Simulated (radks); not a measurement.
Charge is removed step by step from the 2s down level of the nickel ion Ni3+, starting from [He] 2s(up 1, down 1) 2p6 3s2 3p6 3d7. Method: non-relativistic Kohn-Sham, SCAN, spin-polarised, spherical densities, point nucleus; open shells are filled with parallel spins first; meta-GGA in the generalised Kohn-Sham scheme; computed with a radial shooting solver on a logarithmic mesh with Libxc functionals.

removed (e)  E - E(0) (eV)  eigenvalue (eV)
0                    0.000          -1012.0
0.1                 101.42          -1016.9
0.2                 203.38          -1021.8
0.3                 305.82          -1026.7
0.4                 408.73          -1031.7
0.5                 512.14          -1036.6
0.6                 616.04          -1041.4
0.7                 720.42          -1046.2
0.8                 825.28          -1050.9
0.9                 930.61          -1055.6

The mean slope of the eigenvalue, de/dn, is 48.5 eV per electron.
